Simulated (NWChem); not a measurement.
Species: C4H2ClF; SMILES C#C/C=C(\F)Cl

```xyz
8

C      0.0583     3.1548     0.0000
C      0.3507     1.9803     0.0000
C      0.7475     0.6202     0.0000
C     -0.1279    -0.3947     0.0000
F     -1.4434    -0.2188     0.0000
Cl     0.3204    -2.0662     0.0000
H     -0.2193     4.1841     0.0000
H      1.8056     0.3785     0.0000
```
Atoms are numbered in this order, from 1.

Structure relaxed at the B3LYP/6-31G* (spherical d) level.

Task: Give the principal values of the shielding tensors (ppm) of C1, C2, C3, C4, F5 from B3LYP/6-31G* (spherical d), GIAO (NWChem), with their diamagnetic and paramagnetic parts as GIAO splits them.

Result: 
```csv
atom,σ11,σ22,σ33,isotropic,diamagnetic,paramagnetic
C1,54.6,70.3,204.2,109.7,280.3,-170.5
C2,34.2,47.6,295.4,125.8,239.6,-113.8
C3,31.0,129.5,153.2,104.6,269.1,-164.6
C4,-51.2,61.9,78.1,29.6,255.1,-225.4
F5,164.2,261.4,287.3,237.6,475.1,-237.5
```
